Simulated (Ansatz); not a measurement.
Reaction (redistribution): `[SiH3]B(Cl)[SeH]` + `C[O][GeH]([F])[O]C` → `COB([SiH3])Cl` + `C[O][GeH]([F])[SeH]`

Gas-phase electronic energies from Ansatz, PBE0-D4/def2-TZVP geometries. CBS: MP2 limit from def2 TZ/QZ plus the TZ coupled-cluster correction, frozen cores. Functionals use def2-TZVPP. B3LYP here is the variant with VWN-RPA as its local correlation; programs differ in this. For Ge, Se outer-core shells are correlated without core-valence functions, which leaves a few kJ/mol of doubt a bond. Scalar relativity is left out up to krypton. Each species was taken in one conformer, which may not be the lowest.

| level | ΔE (kJ/mol) |
| --- | --- |
| r2SCAN-D4 | -84.5 |
| B3LYP-D4 | -89.4 |
| ωB97X-V | -83.9 |
| PBE | -88.1 |
| PBE0 | -87.2 |
| SCS-MP2/def2-TZVPP | -74.6 |
| CCSD/def2-TZVPP | -77.5 |
| MP2/CBS(def2) | -76.2 |

Problem. What does CCSD(T)/CBS give? (An estimate is asked.)

Solution. Ansatz gave: -78.1 kJ/mol. The listed levels differ from it by -6.4, -11.3, -5.8, -10.0, -9.1, 3.5, 0.6, 1.9 kJ/mol.

Largest T1 diagnostic among the species: 0.013.

In def2-TZVPP, CCSD(T) changes the Hartree–Fock value by +8.5 kJ/mol (the triples alone add +1.0 kJ/mol) and MP2 by +10.4 kJ/mol.
